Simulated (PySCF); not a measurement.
C: interval between two levels

C [He] 2s2 2p2 [3P2, M_J = 2] → C [He] 2s1 2p2 3s1 [5P3, M_J = 3], as a difference of total energies. Computed with PySCF 2.14 in x2c-TZVPall-2c with one added diffuse shell each of s, p, d type (6s4p3d1f, 40 functions), with the two-component X2C-1e Hamiltonian. Correlated levels: 1s2 frozen. "Screened" scales the spin-orbit matrix elements by Boettger's factors to mimic the two-electron term; Breit and QED terms are absent.

```
                    method  interval between two levels (cm⁻¹)
           GHF (spin-free)                               88367
          GMP2 (spin-free)                               99922
 GHF (screened spin-orbit)                               88373
GMP2 (screened spin-orbit)                               99928
```

The labels give the starting determinants; with spin-orbit coupling the two ends relaxed to ⟨J²⟩ = 6.01, ⟨L²⟩ = 2.00, ⟨S²⟩ = 2.01 and ⟨J²⟩ = 12.00, ⟨L²⟩ = 2.00, ⟨S²⟩ = 6.00.

The promoted electron is Rydberg-like, and one or two diffuse shells describe it only roughly, which tends to raise the upper state.
